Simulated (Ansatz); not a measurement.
ZrI3, SMILES [I][Zr]([I])[I] (connectivity only; charge and spin as stated), neutral, multiplicity 2.

The structure is a stationary point at B3LYP-D3(BJ)/def2-SVP. The multiplicity is an assumed one; no other spin state was optimised. The isomer is the one that the SMILES or the coordinates give; other isomers of the formula were not compared. The def2 effective core potentials stand for the cores of I, Zr; spin–orbit coupling is left out.

Two levels are set side by side: PBE/def2-SVPD (Ansatz, a first-principles code) and PBE0/def2-SVPD (Ansatz). Energy differences of separate SCF runs at the same geometry; the states with an electron removed or added have multiplicity 1 and 3. Differences are taken from unrounded values.

```json
[
 {"quantity": "vertical ionisation energy (eV)", "PBE": "7.31"},
 {"quantity": "vertical electron affinity (eV)", "PBE": "1.48"}
]
```

### Question
These are the PBE values. What does PBE0 give? (Estimate from the structure and the level; the computed values follow.)

### Answer

```json
[
 {"quantity": "vertical ionisation energy (eV)", "PBE0": "7.67", "PBE minus PBE0": "-0.37"},
 {"quantity": "vertical electron affinity (eV)", "PBE0": "1.68", "PBE minus PBE0": "-0.20"}
]
```
